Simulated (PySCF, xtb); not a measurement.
ClGeH₅OSi, SMILES Cl[SiH2][O][GeH3].

GFN2-xTB (xtb 6.7.1) at its own geometry gives an orbital gap of 6.14 eV and a dipole moment of 1.50 D.

The structure is a stationary point at PBE0-D3(BJ)/def2-SVP. The structure was generated by enumeration, and PubChem lists no compound with its InChIKey, so it may never have been made. The values are those of a single conformer.

What does PBE/def2-TZVP (PySCF) give? (The exact figures need the calculation; the answer reports its results.)

gap 6.01 eV (levels -7.12 and -1.11 eV), dipole 1.30 D.
